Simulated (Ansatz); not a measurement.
Species: trichloro(methoxy)silane, CH₃Cl₃OSi, charge 0, multiplicity 1. SMILES: Cl[Si](OC)(Cl)Cl
Geometry from a B3LYP-D3(BJ)/def2-TZVP (Ansatz, a quantum-chemistry and plane-wave program) optimisation:
```xyz
9

Si     0.0601    -0.0004    -0.1201
Cl     0.4112    -1.6088     1.0926
Cl     0.2676     1.6913     1.0094
Cl     1.3946     0.0191    -1.6469
O     -1.4129    -0.0808    -0.7666
C     -2.6470    -0.1164    -0.0485
H     -3.4465    -0.1697    -0.7840
H     -2.6895    -0.9946     0.5982
H     -2.7670     0.7862     0.5533
```
Charge 0, spin multiplicity 1.

Property: vertical ionisation energy (to the doublet state of charge +1; each state is the SCF solution reached for its spin), in eV. Correlated levels leave the core frozen unless marked. Open shells are spin-unrestricted. No spin-orbit coupling. Non-relativistic. CBS marks a two-point X^-3 extrapolation of the correlation energy; Hartree-Fock from the larger set. The bracket is a focal-point correction in the basis named.

```
level                                                                      program  vertical ionisation energy (eV)
-------------------------------------------------------------------------  -------  -------------------------------
SVWN5/def2-TZVPD                                                            Ansatz                              [?]
B3LYP/def2-TZVPD                                                            Ansatz                              [?]
PBE0/def2-TZVPD                                                             Ansatz                              [?]
wB97X-V/def2-TZVPD                                                          Ansatz                            11.48
SCS-MP2/aug-cc-pV(D+d)Z                                                     Ansatz                            11.88
CCSD/aug-cc-pV(D+d)Z                                                        Ansatz                            11.48
CCSD/aug-cc-pV(T+d)Z                                                        Ansatz                            11.60
RI-MP2/CBS(aug-cc-pV(T+d)Z,aug-cc-pV(Q+d)Z)+[CCSD(T)-MP2]/aug-cc-pV(T+d)Z   Ansatz                              [?]
```

Question: Fill in the missing entries.

Answer: 
- SVWN5/def2-TZVPD, vertical ionisation energy (eV): 10.55
- B3LYP/def2-TZVPD, vertical ionisation energy (eV): 10.94
- PBE0/def2-TZVPD, vertical ionisation energy (eV): 11.02
- RI-MP2/CBS(aug-cc-pV(T+d)Z,aug-cc-pV(Q+d)Z)+[CCSD(T)-MP2]/aug-cc-pV(T+d)Z, vertical ionisation energy (eV): 11.72
